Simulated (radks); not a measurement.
The numbers below are computed, except where a source is named.
Problem. Species: the bismuth ion Bi4+. Configuration: [Xe] 4f14 5d10 6s1. Level of theory: Dirac Kohn-Sham, BP86, spin-unpolarised, spherical densities, point nucleus (a radial shooting solver on a logarithmic mesh with Libxc functionals). Some entries of the table are withheld. Estimate them.

| orbital | occ. | eigenvalue (eV) | <r> (bohr) |
|---|---|---|---|
| 1s1/2 | 2 | -90574.66 | (1) |
| 2s1/2 | 2 | -16292.38 | 0.06575 |
| 2p1/2 | 2 | -15653.36 | 0.05388 |
| 2p3/2 | 4 | -13332.32 | 0.06292 |
| 3s1/2 | 2 | -3963.696 | 0.1710 |
| 3p1/2 | 2 | -3675.312 | 0.1615 |
| 3p3/2 | 4 | -3155.643 | 0.1780 |
| 3d3/2 | 4 | -2683.886 | 0.1545 |
| 3d5/2 | 6 | -2573.764 | 0.1595 |
| 4s1/2 | 2 | -941.5781 | 0.3768 |
| 4p1/2 | 2 | -816.2372 | (2) |
| 4p3/2 | 4 | -688.1619 | (3) |
| 4d3/2 | 4 | -484.5638 | 0.4161 |
| 4d5/2 | 6 | -460.6681 | 0.4271 |
| 5s1/2 | 2 | -198.4953 | 0.8309 |
| 4f5/2 | 6 | (4) | (5) |
| 4f7/2 | 8 | (6) | (7) |
| 5p1/2 | 2 | -155.0293 | 0.8841 |
| 5p3/2 | 4 | -130.2748 | 0.9724 |
| 5d3/2 | 4 | (8) | 1.185 |
| 5d5/2 | 6 | (9) | 1.222 |
| 6s1/2 | 1 | -51.0335 | 1.944 |

Solution. 
(1) 1s1/2 <r> (bohr): 0.01578
(2) 4p1/2 <r> (bohr): 0.3777
(3) 4p3/2 <r> (bohr): 0.4124
(4) 4f5/2 eigenvalue (eV): -196.5434
(5) 4f5/2 <r> (bohr): 0.4379
(6) 4f7/2 eigenvalue (eV): -191.0500
(7) 4f7/2 <r> (bohr): 0.4441
(8) 5d3/2 eigenvalue (eV): -69.3773
(9) 5d5/2 eigenvalue (eV): -66.2673
